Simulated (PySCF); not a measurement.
TPSS on La⁻ (lanthanum, charge -1), [Xe] 5d2 6s2, high-spin 3F determinant. All numbers are calculated (PySCF 2.14, scalar relativity through the core potential, in def2-TZVPPD with the def2 core potential (46 electrons)).

```
cycle= 1 E= -31.4965277431255  delta_E= -0.00748  |g|= 0.0157  |ddm|= 0.851
cycle= 2 E= -31.4968406976485  delta_E= -0.000313  |g|= 0.0147  |ddm|= 0.184
cycle= 3 E= -31.4970788938972  delta_E= -0.000238  |g|= 0.00162  |ddm|= 0.104
cycle= 4 E= -31.4970908307211  delta_E= -1.19e-05  |g|= 0.000335  |ddm|= 0.0473
cycle= 5 E= -31.4970909924131  delta_E= -1.62e-07  |g|= 4.01e-05  |ddm|= 0.00426
cycle= 6 E= -31.497090994947  delta_E= -2.53e-09  |g|= 6.16e-07  |ddm|= 0.0002
cycle= 7 E= -31.4970909949477  delta_E= -6.96e-13  |g|= 1.23e-07  |ddm|= 9.42e-06
converged SCF energy = -31.4970909949477  <S^2> = 2.0090722  2S+1 = 3.0060421
```

Highest occupied orbital energy: 1.530 eV; ⟨L²⟩ = 12.03; populations by l: s 4.00, p 6.00, d 2.00, f 0.00.

(1) Can this result be used?

## Answers

(1) With care. The calculation finished and met its thresholds. Energies and moments cover only the electrons outside the core potential. Spin-orbit coupling, absent here, splits the open shell strongly. At TPSS the highest occupied level has a positive energy, so only the finite basis holds that electron; in a semilocal or global hybrid functional this comes from self-interaction and does not mean that the real anion is unbound.
